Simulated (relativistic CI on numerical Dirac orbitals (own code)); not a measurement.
Ca: what numerical and physical settings do to a radial Dirac CI calculation

Reference input:

```
atom Ca  Z=20  charge=0  electrons=20
nucleus A=40  rms_radius_fm=3.4776
hamiltonian dirac-coulomb  breit=on  qed=on  c_scale=1
orbitals kli  potential=per-configuration
slater_scale 1
correlation none
mixing on
grid step=0.0125 r_max=149
scf mixing=0.4 start=green max_iterations=150 tolerance=2e-08 node_fill=0.05
configurations
  [Ar] 4s2
  [Ar] 4s 4p
end
```

Computed lowest total energy -679.38508 Ha, first excitation 8988.8 cm⁻¹, 20 SCF steps. Runs with settings changed; * marks those that are bad on purpose:

| Changed | Outcome | Lowest level | ΔE (Ha) | First excitation (cm⁻¹) | SCF steps | Message |
| --- | --- | --- | --- | --- | --- | --- |
| iteration limit 30, SCF mixing 0.1 | converged | 4s² ¹S0 | -1.83e-10 | 8988.8 | 24 |  |
| Breit term off, nuclear radius 3.8254 fm | converged | 4s² ¹S0 | -0.191 | 8986.9 | 20 |  |
| SCF tolerance 1e-05 | converged | 4s² ¹S0 | 7.57e-08 | 8988.8 | 16 |  |
| iteration limit 20 | converged | 4s² ¹S0 | 0 | 8988.8 | 20 |  |
| nuclear radius 34.776 fm * | converged | 4s² ¹S0 | 0.102 | 8982.3 | 20 |  |
| Slater scale 2 * | converged | 4s² ¹S0 | 0 | 4695.1 | 20 |  |

With so few configurations and no correlation, terms lie too far apart (by 10 to 50 % near neutrality), their order can be wrong, and levels of other configurations are missing.
